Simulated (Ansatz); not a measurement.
Reaction (hydrogenolysis of a Ge–C bond): `[OH][GeH]([F])[CH2]Cl` + H₂ → `[OH][GeH2][F]` + `CCl`

Program: Ansatz. Geometries: PBE0-D4/def2-TZVP. ΔE: electronic, gas phase. CCSD(T)/CBS is the MP2 limit (def2-TZVPP, def2-QZVPP) plus CCSD(T) − MP2 in def2-TZVPP, frozen cores. This one scheme is used for every species. Functionals use def2-TZVPP. B3LYP here is the variant with VWN-RPA as its local correlation; programs differ in this. For Ge outer-core shells are correlated without core-valence functions, which leaves a few kJ/mol of doubt a bond. Scalar relativity is left out up to krypton. One conformer a species, not always the lowest.

Task: Is it downhill or uphill in electronic energy at CCSD(T)/CBS, and by how much? (An estimate is asked.)

Result: The calculation gave: Downhill: ΔE = -30.4 kJ/mol.

Task: What do these levels give: PBE-D4, PBE0-D4, B3LYP-D4, ωB97M-V, PBE, r2SCAN, B3LYP, HF/def2-TZVPP, MP2/def2-TZVPP, CCSD/def2-TZVPP, MP2/def2-QZVPP, SCS-MP2/def2-QZVPP? (Estimate.)

Result: Computed: PBE-D4 -30.9, PBE0-D4 -35.5, B3LYP-D4 -35.6, ωB97M-V -34.1, PBE -37.9, r2SCAN -34.1, B3LYP -46.8, HF/def2-TZVPP -61.4, MP2/def2-TZVPP -26.8, CCSD/def2-TZVPP -37.6, MP2/def2-QZVPP -26.2, SCS-MP2/def2-QZVPP -33.4 kJ/mol.

Largest T1 diagnostic among the species: 0.012.

From PBE to PBE0 (25 % exact exchange), in def2-TZVPP and without D4, ΔE moves by −3.8 kJ/mol. The D4 term adds +11.2 kJ/mol with B3LYP and +6.2 kJ/mol with PBE0; it sums over pairs of atoms, weighted by their polarisabilities, and B3LYP, whose exchange is more repulsive, gets the larger term. In def2-TZVPP, CCSD(T) changes the Hartree–Fock value by +29.2 kJ/mol (the triples alone add +5.4 kJ/mol) and MP2 by +34.6 kJ/mol.
